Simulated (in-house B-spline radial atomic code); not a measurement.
## Ionising Au⁵⁺ with different functionals

Computed with an all-electron radial atomic-structure program (B-spline basis): four-component Dirac-Coulomb Hamiltonian, Fermi nucleus of rms radius 5.4371 fm, spin-restricted, spherical fractional occupations for the functionals, and exact exchange of hybrids averaged over the configuration. The ionisation energy is the difference of two self-consistent energies, [Xe] 4f14 5d6 → [Xe] 4f14 5d5, without Breit or QED terms; ε is the level of the shell that loses the electron (mean over j). The electron is taken from both j subshells in proportion to 2j + 1, so the result is a j average, not the step between ground levels.

```
   method                    rung  ΔSCF (eV)  -ε(5d) (eV)
     PBE0           global hybrid      78.15        72.40
BHandHLYP           global hybrid      77.98        74.44
    B3LYP           global hybrid      78.18        71.99
    wB97X  range-separated hybrid      77.88        74.80
```

(1) Among the functionals, which spreads more, the ΔSCF values or the orbital energies?

(2) How do they compare with the NIST value?

Results:

(1) The orbital energies: ΔSCF values span about 0.30 eV and the orbital energies 2.81 eV; here energy differences depend much less on the functional than eigenvalues do.

(2) NIST lists 74 eV ± 2 (tabulated theory, ground level to ground level). Errors run from +3.88 to +4.18 eV. The correlated functionals all miss on the same side by more than they spread, so the cause is common to them (Breit-QED terms, spin polarisation, the choice among j levels, multiplet and fine-structure energies, or a listed next ion that isn't the cheapest removal here) and closeness doesn't rank the functionals.
